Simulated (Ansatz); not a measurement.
Consider the atomization: `NC1[SiH2]S1` → C• + 5 H• + N• + S• + Si•.

Isolated molecules relaxed with PBE0-D4/def2-TZVP in Ansatz; ΔE leaves out vibrations. CBS: MP2 limit from def2 TZ/QZ plus the TZ coupled-cluster correction, frozen cores. This one scheme is used for every species, atoms too. Functionals use def2-TZVPP. B3LYP here is the variant with VWN-RPA as its local correlation; programs differ in this. HSE06 is defined as in plane-wave codes. Open shells (•) are unrestricted, without spin–orbit coupling. Spin–orbit coupling would lower the free atoms: a little for C, S, Si. One conformer a species, not always the lowest.

```
             level  ΔE (eV)  difference from CCSD(T)/CBS
       LDA (SPW92)    36.44                         4.97
            PBE-D4    32.29                         0.82
         revPBE-D4    31.53                         0.06
           BLYP-D4    31.51                         0.04
         r2SCAN-D4    31.59                         0.12
            B97M-V    31.74                         0.27
          B3LYP-D4    31.49                         0.02
        r2SCANh-D4    31.36                        -0.11
        r2SCAN0-D4    31.03                        -0.44
          BHLYP-D4    30.45                        -1.02
      CAM-B3LYP-D4    31.49                         0.02
           ωB97X-V    31.71                         0.24
           ωB97M-V    31.67                         0.20
          PBE-QIDH    31.21                        -0.26
               PBE    32.08                         0.61
              BLYP    31.04                        -0.43
            r2SCAN    31.54                         0.07
              PBE0    31.44                        -0.03
             B3LYP    31.15                        -0.32
           r2SCANh    31.31                        -0.16
           r2SCAN0    30.97                        -0.50
             HSE06    31.48                         0.01
             BHLYP    30.18                        -1.29
         CAM-B3LYP    31.31                        -0.16
           LC-ωPBE    31.21                        -0.26
       HF/def2-SVP    21.36                       -10.11
      MP2/def2-SVP    29.22                        -2.25
     CCSD/def2-SVP    28.54                        -2.93
  CCSD(T)/def2-SVP    28.97                        -2.50
     HF/def2-TZVPP    21.49                        -9.98
    MP2/def2-TZVPP    30.85                        -0.62
SCS-MP2/def2-TZVPP    30.83                        -0.64
   CCSD/def2-TZVPP    29.79                        -1.68
CCSD(T)/def2-TZVPP    30.39                        -1.08
     HF/def2-QZVPP    21.55                        -9.92
    MP2/def2-QZVPP    31.49                         0.02
SCS-MP2/def2-QZVPP    31.55                         0.08
      HF/CBS(def2)    21.56                        -9.91
     MP2/CBS(def2)    31.92                         0.45
    CCSD/CBS(def2)    30.86                        -0.61
       CCSD(T)/CBS    31.47                            0
```

Largest T1 diagnostic among the species: 0.013.

From r2SCAN to r2SCAN0 (25 % exact exchange), in def2-TZVPP and without D4, ΔE moves by −0.57 eV: exact exchange takes away binding that semilocal exchange gives to molecules. Leaving LDA and LC-ωPBE aside and taking each functional with its dispersion term where it has one, the values spread over 1.84 eV, from BHLYP-D4 to PBE-D4. LDA lies +4.37 eV from PBE without D4, its usual overbinding. In def2-TZVPP, CCSD(T) changes the Hartree–Fock value by +8.90 eV (the triples alone add +0.60 eV) and MP2 by +9.36 eV; breaking electron pairs costs correlation energy, which Hartree–Fock lacks.

For atomizations the MP2-based limit and the directly extrapolated one differ by several kJ/mol either way, and by 10 to 25 for some Ge, Se and Sn compounds, so smaller differences from it don't rank the levels.
